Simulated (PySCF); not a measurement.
FH3OSe2Si. Atoms are numbered in the order given.

```xyz
8

O     -0.6554    -0.7430     1.9152
Si    -0.5447    -0.2968     0.3322
F     -1.9548    -0.6371    -0.3983
Se     1.1884    -1.4126    -0.5349
Se    -0.3087     1.9069    -0.0491
H     -1.3874    -0.3702     2.4210
H      0.9780    -2.5510     0.3667
H      0.9614     1.9453     0.6834
```

The structure is a stationary point at ωB97X-D3(BJ)/def2-SVP. One conformer was computed; it need not be the lowest.

Computed with PBE/def2-TZVP run with PySCF.

Gas-phase values at a fixed geometry.

Computed frontier levels, gap, dipole moment and polarisability:
```yaml
highest_occupied_level: -6.28 eV
lowest_empty_level: -1.13 eV
orbital_gap: 5.15 eV
dipole_moment: 1.64 D
quadrupole, principal values (traceless, Buckingham form, about the centre of nuclear charge): -5.70, 1.00, 4.70 D·Å
mean_static_polarisability: 80.8 bohr³ (11.98 Å³)
polarisability_principal_values: 64.4, 76.6, 101.5 bohr³
```
